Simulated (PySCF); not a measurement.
Sn(OH) (HOSn), SMILES [OH][Sn] (connectivity only; charge and spin as stated), neutral, multiplicity 2. Atoms are numbered in the order given.

```xyz
3

Sn    -0.0033    -0.3105     0.0000
O      0.1135     1.6756     0.0000
H     -0.7414     2.1217     0.0000
```
Charge 0, spin multiplicity 2.

Coordinates come from a r2SCAN-D4/def2-TZVP optimisation. The def2 effective core potentials stand for the cores of Sn; spin–orbit coupling is left out.

Level of theory: PySCF with r2SCAN/def2-TZVPD.

Gas-phase values at a fixed geometry.

Problem. Estimate the frontier levels, dipole moment and polarisability. (Estimate from the structure and the level; the computed values follow.)

Solution. 
The α spin, highest occupied and lowest empty level is -4.01 and -3.22 eV, the β spin, highest occupied and lowest empty level is -7.33 and -2.85 eV and the dipole moment is 1.47 D. The quadrupole, principal values (traceless, Buckingham form, about the centre of nuclear charge) is -6.87, 3.05, 3.82 D·Å. The mean static polarisability is 56.2 bohr³ (8.33 Å³). The polarisability, principal values comes out as 45.8, 57.5, 65.4 bohr³ and the ⟨S²⟩ is 0.756 (pure state 0.75).
